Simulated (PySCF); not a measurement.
Compound: C3H9NSi.
SMILES: `C=CC[SiH2]N`

Torsions of this conformer, `[CH2:1]=[CH:2][CH2:3][SiH2:4][NH2:5]`: C1–C2–C3–Si4 100°, C2–C3–Si4–N5 49°, H–N5–Si4–C3 158°, H–N5–Si4–C3 -66°.

The closed-shell ground state was solved at several levels (PySCF, density fitting, gas phase, non-relativistic). The structure is a single PBE0-D3(BJ)/def2-SVP conformer in the gas phase; no vibrational or solvent corrections.

```tsv
level	basis functions	total energy (Eh)	HOMO (eV)	LUMO (eV)	gap (eV)	dipole (D)
PBE0/def2-SVPD	176	-463.4435	-6.97	0.00	6.97	0.81
mPW1PW91/pcSseg-1	137	-463.9204	-6.96	0.15	7.11	1.00
PBE0/pcSseg-2	313	-463.7342	-6.97	-0.07	6.90	0.84
LC-wPBE/pcSseg-1	137	-463.7517	-9.62	2.44	12.06	1.02
PBE0/6-311+G(2d,p)	197	-463.7100	-6.96	-0.20	6.76	0.82
wB97X-D/def2-SVPD	176	-463.7168	-8.81	1.75	10.56	0.82
CAM-B3LYP/pcSseg-1	137	-463.8627	-8.25	1.28	9.53	1.02
PBE0/def2-TZVP	215	-463.7246	-6.93	0.05	6.98	0.90
KT2/pcSseg-1	137	-469.4394	-5.78	-0.84	4.94	0.99
PBE0/STO-3G	38	-458.1472	-3.63	3.87	7.50	1.11
LC-wPBE/def2-SVPD	176	-463.5774	-9.63	2.09	11.72	0.82
BHandHLYP/def2-SVPD	176	-463.6658	-7.97	0.85	8.82	0.80
KT3/pcSseg-1	137	-469.0044	-5.78	-0.77	5.01	0.98
```

Estimate the row for HF/def2-SVPD, a basis of 176 functions; the other rows only guide the guess.

Total energy -462.0261 Eh, HOMO -9.42 eV, LUMO 2.58 eV, gap 12.00 eV, dipole 0.82 D.

Over all these levels, which gives the widest orbital gap and which the narrowest?

LC-wPBE/pcSseg-1 (range-separated hybrid) has the widest, 12.06 eV, and KT2/pcSseg-1 (GGA) the narrowest, 4.94 eV. The two share the basis. From the narrowest to the widest the HOMO moves by -3.84 eV and the LUMO by +3.28 eV.

How much does the basis alone move the frontier levels among the 5 PBE0 rows?

The HOMO by 3.34 eV and the LUMO by 4.07 eV. By rising basis size (HOMO, LUMO in eV): STO-3G -3.63, 3.87; def2-SVPD -6.97, 0.00; 6-311+G(2d,p) -6.96, -0.20; def2-TZVP -6.93, 0.05; pcSseg-2 -6.97, -0.07.

In the def2-SVPD basis, how does the gap go with the fixed share of exact exchange?

PBE0 (25 %) 6.97 eV; BHandHLYP (50 %) 8.82 eV; HF (100 %) 12.00 eV. Each rise in the share widens the gap here.

How far do the dipole and the HOMO energy spread over the levels?

The dipole runs from 0.80 to 1.11 D (mean 0.91 D) and the HOMO from -9.63 to -3.63 eV.

wB97X-D is run here without its empirical dispersion term; that term would change no orbital, density or response property at a fixed geometry.
